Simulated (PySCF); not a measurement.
**Worked example: entropy of an ideal gas**

C2H2BCl, SMILES C#CBCl.

Geometry optimised at B3LYP-D3(BJ)/def2-SVP.

PySCF with B3LYP-D3(BJ)/def2-SVP gives the harmonic wavenumbers 169, 276, 449, 694, 784, 792, 818, 950, 1152, 2166, 2654, 3457 cm⁻¹ and the rotational temperatures 1.6715, 0.1325, 0.1228 K. The molar mass is 72.30 g/mol, the symmetry number 1, the spin multiplicity 1.

Task: Work out the entropy at 298.15 K and 1 atm in the rigid-rotor, harmonic-oscillator model.

Result: 
Translation (Sackur–Tetrode at 1 atm): S = R[1.5 ln M + 2.5 ln T − 1.16487] = 162.1 J/(mol K).
Rotation: q = (√π/σ) T^1.5/√(θA θB θC) = 55300, S = R[ln q + 3/2] = 103.3 J/(mol K).
Vibration: with u = 1.4388 ν/T, each mode gives R[u/(e^u − 1) − ln(1 − e^−u)]:
| ν (cm⁻¹) | modes | u | S (J/(mol K)) |
|---|---|---|---|
| 169 | 1 | 0.82 | 10.24 |
| 276 | 1 | 1.33 | 6.52 |
| 449 | 1 | 2.17 | 3.34 |
| 694 | 1 | 3.35 | 1.31 |
| 784 | 1 | 3.78 | 0.92 |
| 792 | 1 | 3.82 | 0.90 |
| 818 | 1 | 3.95 | 0.81 |
| 950 | 1 | 4.58 | 0.48 |
| 1152 | 1 | 5.56 | 0.21 |
The stiffer modes add less than 0.005 each. Sum 24.7 J/(mol K).
Spin: R ln 1 = 0.0 J/(mol K).
Total 290.1 J/(mol K); the program's own thermochemistry gives 290.1. Translation makes up 56 % and vibration 9 %. Anharmonicity, hindered rotation and orbital degeneracy are left out.
